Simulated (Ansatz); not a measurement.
Reactions of `O[SiH]1CCO1`.

Computed with Ansatz on PBE0-D4/def2-TZVP structures; ΔE is electronic, products minus reactants. CCSD(T)/CBS adds triple-zeta CCSD(T) − MP2 to the extrapolated MP2 energy (def2 sets, frozen cores). def2 core potentials past Kr. For Br, Sb outer-core shells are correlated without core-valence functions, which leaves a few kJ/mol of doubt a bond. Scalar relativity is left out up to krypton. One conformer a species, not always the lowest.

```
                                                             reaction  CCSD(T)/CBS(def2) (kcal/mol)
               `O[SiH]1CCO1` + `SC1NBO1` → `O[Si]1(S)CCO1` + `B1NCO1`                         -25.9
`O[SiH]1CCO1` + `C=C[Si](N)(N)Cl` → `Cl[SiH]1CCO1` + `C=C[Si](N)(N)O`                           2.1
            `O[SiH]1CCO1` + `COB(Br)Br` → `Br[SiH]1CCO1` + `COB(O)Br`                         -10.6
            `O[SiH]1CCO1` + `CC[SiH2]S` → `S[SiH]1CCO1` + `CC[SiH2]O`                             ?
 `O[SiH]1CCO1` + `[CH3][SbH][CH3]` → `C[SiH]1CCO1` + `[CH3][SbH][OH]`                             ?
                                       `O[SiH]1CCO1` → `C1OC[SiH2]O1`                          41.5
```

(1) Fill in the missing values. (An estimate is asked.)

Largest T1 diagnostic: 0.014, for `SC1NBO1`.

Answers

(1) The calculation gave: `O[SiH]1CCO1` + `CC[SiH2]S` → `S[SiH]1CCO1` + `CC[SiH2]O`: +4.3 kcal/mol; `O[SiH]1CCO1` + `[CH3][SbH][CH3]` → `C[SiH]1CCO1` + `[CH3][SbH][OH]`: +20.4 kcal/mol.
